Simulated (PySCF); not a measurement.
## Energy of Ta (tantalum, neutral) between two integer charges

The 6s beta orbital of [Xe] 4f14 5d3 6s2 is emptied in steps (occupation f), with all orbitals relaxed, ending at [Xe] 4f14 5d3 6s1. Computed with PySCF 2.14 in def2-TZVPPD with the def2 core potential (60 electrons), with a scalar-relativistic core potential. The exact energy is a straight line in f; departures are measured from the line between the end points of the same method.

```
   f  PBE0 (eV)  r2SCAN (eV)  LC-wPBE (eV)
   1      0.000        0.000         0.000
0.75     -0.354       -0.401         0.031
 0.5     -0.473       -0.512         0.034
0.25     -0.352       -0.352         0.019
   0      0.000        0.000         0.000
```

Task: For LC-wPBE, how does the orbital energy at f = 1 compare with the removal energy?

Result: −ε = 6.984 eV against a total-energy difference of 6.803 eV. By Janak's theorem ε = ∂E/∂f, so the gap between them reflects the curvature. Along the path −ε is 6.868 (f = 0.75), 6.767 (f = 0.5), 6.736 (f = 0.25) eV.

```json
{"method": "PBE0", "E(f=0) − E(f=1) (eV)": "7.040", "−ε at f=1 (eV)": "5.156", "−ε at f=0.5 (eV)": "7.040"}
{"method": "r2SCAN", "E(f=0) − E(f=1) (eV)": "6.815", "−ε at f=1 (eV)": "4.622", "−ε at f=0.5 (eV)": "6.941"}
{"method": "LC-wPBE", "E(f=0) − E(f=1) (eV)": "6.803", "−ε at f=1 (eV)": "6.984", "−ε at f=0.5 (eV)": "6.767"}
```

Reference removal energy between the ground levels: 7.550 eV (measured; NIST Atomic Spectra Database, ionization energies). The calculation has no spin-orbit coupling.
